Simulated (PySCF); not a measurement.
# C5H13AsGe: core ionisation energies

C₅H₁₃AsGe.
Z-matrix (Å and degrees, PBE0-D3(BJ)/def2-SVP geometry), rows numbered from 1:
```
C 
C   1  1.3361
C   2  1.4889  1  125.43
Ge  3  1.9771  2  111.53  1  -103.01
As  4  2.4220  3  109.31  2    60.90
C   5  1.9913  4   96.67  3  -165.80
C   6  1.5199  5  111.74  4   163.70
H   1  1.0932  2  121.48  3   177.98
H   1  1.0952  2  121.45  3    -2.04
H   2  1.0979  1  118.52  3  -177.63
H   3  1.1022  2  111.59  1   137.60
H   3  1.1016  2  111.51  1    16.80
H   4  1.5461  3  109.15  2  -179.86
H   4  1.5474  3  109.74  2   -61.54
H   5  1.5270  4   91.91  3   -70.00
H   6  1.1019  5  105.90  4   -75.62
H   6  1.1004  5  110.02  4    39.78
H   7  1.1014  6  111.43  5   -63.02
H   7  1.1022  6  111.10  5   177.22
H   7  1.1016  6  111.64  5    57.10
```

Theory: PySCF, delta-SCF UKS SCAN, pcX-2 on the ionised atom, pcseg-1 elsewhere, spin-free X2C. Binding energies are ΔSCF values: E(core-ionised, relaxed orbitals) − E(ground state) at a fixed geometry, referred to the vacuum level.

Q: What binding energy does each computed site have?

A: 
```csv
atom(s),environment,level,binding energy (eV),above the level's lowest (eV),count
C1,terminal =CH2 carbon,C 1s,289.77,0.00,1
C2,alkene CH carbon,C 1s,290.46,+0.69,1
C3,sp3 carbon bound to germanium,C 1s,290.23,+0.46,1
C6,chain CH2 carbon,C 1s,290.28,+0.51,1
C7,methyl carbon,C 1s,290.57,+0.80,1
```

Lowest listed C 1s: C1, bonded to C (double bond) and 2 H. Highest, 0.80 eV above it: C7, bonded to C and 3 H. Summing the Pauling electronegativity differences to the bonded atoms, each weighted by its formal bond order, gives -0.70 for the lowest site and -1.05 for the highest; the largest sum, -0.35, belongs to C2, 0.11 eV below the top. The smallest sum, -1.24, belongs to C3, 0.46 eV above the lowest.

Q: What is the C 1s shift of C2 against C6?

A: 290.46 − 290.28 = +0.18 eV, or +17 kJ/mol.

No level of arsenic or germanium is listed. The structure is a single PBE0-D3(BJ)/def2-SVP conformer in the gas phase; no vibrational or solvent corrections.
